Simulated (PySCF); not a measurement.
System: sum formula Si$_{2}$NH$_{4}$Cl$_{3}$, net charge 0, singlet state. 
Coordinates optimised at B3LYP-D3(BJ)/def2-TZVP (Ansatz):
```xyz
10

Si     2.6201    -0.6247     0.4986
N      1.2606    -0.3492    -0.5654
Si    -0.3336     0.0720    -0.1945
Cl    -0.8627     1.8824    -0.9902
Cl    -1.6750    -1.2960    -0.9145
Cl    -0.4829     0.1639     1.8414
H      3.7640    -0.9325    -0.3878
H      2.9183     0.5756     1.3077
H      2.3690    -1.7622     1.4083
H      1.4632    -0.4525    -1.5511
```
Charge 0, spin multiplicity 1.

Dispersion corrections to the total energy (kcal/mol) from the dftd3 and dftd4 libraries through PySCF: D3(BJ) without and D4 with the three-body term, each with the damping fitted for the functional named.

```tsv
functional	D3(BJ)	D4
PBE	-8.68	…
LC-wPBE	…	-10.61
TPSSh	…	-11.51
B2PLYP	-8.40	-6.62
CAM-B3LYP	-8.29	-8.44
revPBE	-20.21	-23.93
PBE0	-8.13	-8.10
```

Q: Fill in the missing entries.

A: 
- PBE, D4: -9.38
- LC-wPBE, D3(BJ): -9.46
- TPSSh, D3(BJ): -10.94
